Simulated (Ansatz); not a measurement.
Two isomers of C7H14: A = `C=C(CC)C(C)C`, B = `C[C@@H]1CCC[C@@H]1C`.

Program: Ansatz. Geometries: PBE0-D4/def2-TZVP. ΔE: electronic, gas phase. CBS: MP2 limit from def2 TZ/QZ plus the TZ coupled-cluster correction, frozen cores. Functionals use def2-TZVPP. Each species was taken in one conformer, which may not be the lowest.

Task: Which isomer does CCSD(T)/CBS put lower? Give the gap. (An estimate is asked.)

Result: Computed: B, by 14.1 kcal/mol.

Task: Give E(B) − E(A) in kcal/mol with HF/def2-TZVPP, CCSD/def2-TZVPP, r2SCAN-D4, MP2/def2-TZVPP, CCSD(T)/def2-SVP, LDA (SPW92), B2PLYP. (Estimate.)

Result: Computed: HF/def2-TZVPP -11.0, CCSD/def2-TZVPP -14.8, r2SCAN-D4 -14.3, MP2/def2-TZVPP -16.2, CCSD(T)/def2-SVP -15.5, LDA (SPW92) -19.4, B2PLYP -11.9. None reverses the order clearly.

Largest T1 diagnostic: 0.009.

From r2SCAN to r2SCAN0 (25 % exact exchange), in def2-TZVPP and without D4, E(B) − E(A) moves by −2.2 kcal/mol. In def2-TZVPP, CCSD(T) changes the Hartree–Fock value by −3.4 kcal/mol (the triples alone add +0.4 kcal/mol) and MP2 by −5.1 kcal/mol.
